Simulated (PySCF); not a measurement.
# Steps of a relaxation of SmOF

SmOF (singlet in the valence; each metal's 4f electrons, 5 of them, lie in its core potential, out of spins and levels). PySCF 2.14.0, RKS PBE0, Sm lcecp-1-SVP with ECP51, O def2-SVP, F def2-SVP; non-relativistic Hamiltonian with scalar-relativistic core potentials where named; density fitting; no spin-orbit coupling. Origin of the start: template. Columns: position (Å) and force (eV/Å). Energies are counted from the last step; some of the 7 steps are shown. Forces carry noise of the integration grid, about 0.01 to 0.03 eV/Å.

Run from Python with OMP_NUM_THREADS=2. Where DIIS fails, smearing, a level shift and second-order steps follow.
It took 8.5 s on 2 threads of Arm Neoverse V2 (shared host), from the converged density of the start.

```xyz
3
step 0  E = 0.196 eV
Sm    0.0533    0.0000   -0.1531    -0.77    0.00   -0.98
O     1.7402    0.0000    0.6018     0.34    0.00    0.70
F    -1.8915    0.0000    0.7172     0.44    0.00    0.28
```

```xyz
3
step 2  E = 0.027 eV
Sm    0.0350    0.0000   -0.3423     0.52    0.00    0.82
O     1.6000    0.0000    0.7119    -0.94    0.00   -0.58
F    -1.7329    0.0000    0.7965     0.42    0.00   -0.24
```

```xyz
3
step 4  E = 0.000 eV
Sm    0.0362    0.0000   -0.3540     0.08    0.00   -0.02
O     1.5502    0.0000    0.7189    -0.03    0.00   -0.02
F    -1.6844    0.0000    0.8011    -0.05    0.00    0.04
```

Q: Where does the relaxation end?

A: It converges at step 6 in Cs:
```xyz
3
step 6  E = 0
Sm    0.0378    0.0000   -0.3554
O     1.5490    0.0000    0.7192
F    -1.6847    0.0000    0.8023
```

Q: How did the contacts change?

A: 
```tsv
contact	start (Å)	end (Å)
Sm1–O2 (O)	1.848	1.854
Sm1–F3 (F)	2.131	2.075
```


An lcecp potential fixes the number of 4f electrons, so in runs with it no electron can move into or out of that shell.
